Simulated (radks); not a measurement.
Values are calculated unless marked as measured or tabulated.
Excited configurations of neutral oxygen: one electron is placed in a higher orbital outside [He] 2s2 2p3. The ground configuration is [He] 2s2 2p4. Level of theory: scalar-relativistic Kohn-Sham, PBE, spin-polarised, spherical densities, finite nucleus; open shells are filled with parallel spins first; Fermi nuclear charge, rms radius 2.6991 fm (a radial shooting solver on a logarithmic mesh with Libxc functionals). Excitation = E - E(ground); binding = E(ion) - E, where the ion is the core of charge +1; n* = 1/sqrt(2 binding) in atomic units, and the quantum defect is n - n*.

| outer orbital | excitation (eV) | binding (eV) | n* | quantum defect | eigenvalue (eV) | <r> (bohr) |
|---|---|---|---|---|---|---|
| 3p | 10.603 | 3.068 | 2.106 | 0.894 | -1.596 | 6.131 |
| 3d | 11.998 | 1.673 | 2.852 | 0.148 | -0.793 | 9.690 |
| 4s | 11.581 | 2.090 | 2.552 | 1.448 | -1.287 | 10.58 |
| 4p | 12.065 | 1.605 | 2.911 | 1.089 | -0.956 | 13.00 |
| 5s | 12.488 | 1.183 | 3.391 | 1.609 | -0.770 | 19.02 |
| 5p | 12.692 | 0.978 | 3.729 | 1.271 | -0.630 | 22.36 |
| 5d | 12.953 | 0.717 | 4.355 | 0.645 | -0.456 | 29.36 |
| 6s | 12.905 | 0.766 | 4.215 | 1.785 | -0.518 | 30.07 |
| 6p | 13.011 | 0.660 | 4.541 | 1.459 | -0.445 | 34.37 |

The Delta-SCF ionisation energy is 13.671 eV (NIST Atomic Spectra Database: 13.618 eV, measured). Self-interaction in the functional shifts the binding energies and quantum defects, so they are the method's values and not measured ones. Open shells are spherical and high-spin; term and fine-structure splittings are not resolved.
